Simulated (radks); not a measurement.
The numbers below are computed, except where a source is named.
Question: Species: Cl. Configuration: [Ne] 3s2 3p5 (the NIST ground configuration). Code: a radial shooting solver on a logarithmic mesh with Libxc functionals. Model: non-relativistic Kohn-Sham, PBE, spin-polarised, spherical densities, point nucleus; open shells are filled with parallel spins first; hard spherical wall at 7 bohr. Some entries of the table are withheld. Estimate them.

orbital,occ.,eigenvalue (eV),r(max) (bohr)
1s up,1,-2740.425,0.05991
1s down,1,-2740.268,0.05991
2s up,1,-250.9172,0.3637
2s down,1,-250.7745,0.3637
2p up,3,-191.5412,0.3024
2p down,3,-191.3368,0.3025
3s up,1,-20.9007,1.287
3s down,1,-19.9339,1.288
3p up,3,-8.9412,1.429
3p down,2,-8.0641,1.434
4s up,0,1.7636,4.088
4s down,0,2.0031,4.121
3d up,0,4.2641,3.534
4p up,0,(1),4.508
3d down,0,4.6514,3.721
4p down,0,(2),4.537

Answer: 
(1) 4p up eigenvalue (eV): 4.5819
(2) 4p down eigenvalue (eV): 4.8284
